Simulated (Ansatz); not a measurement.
Calculated with Ansatz (gas phase, PBE0-D4/def2-TZVP geometries, no zero-point term in ΔE). CCSD(T)/CBS is the MP2 limit (def2-TZVPP, def2-QZVPP) plus CCSD(T) − MP2 in def2-TZVPP, frozen cores. This one scheme is used for every species. DFT in def2-TZVPP. B3LYP here is the variant with VWN-RPA as its local correlation; programs differ in this. Each species was taken in one conformer, which may not be the lowest.

Consider the formal exchange of groups at the Si–Si bond: `F[SiH]([SiH3])S` + `F[SiH3]` → `F[SiH2][SiH](F)S` + SiH₄.

```
         level  ΔE (kJ/mol)
        B97M-V          7.4
      B3LYP-D4          6.2
           PBE          7.0
          BLYP          6.9
        r2SCAN          7.8
       r2SCAN0          9.0
         BHLYP          8.8
CCSD/CBS(def2)         10.0
```

Question: What does CCSD(T)/CBS give? (Best estimate.)

Answer: The calculation gave: +9.8 kJ/mol. The listed levels differ from it by -2.4, -3.6, -2.8, -2.9, -2.0, -0.8, -1.0, 0.2 kJ/mol.

Largest T1 diagnostic among the species: 0.013.

Leaving LDA and LC-ωPBE aside and taking each functional with its dispersion term where it has one, the values, not all of them listed here, spread over 5.2 kJ/mol, from BLYP-D4 to PBE-QIDH.
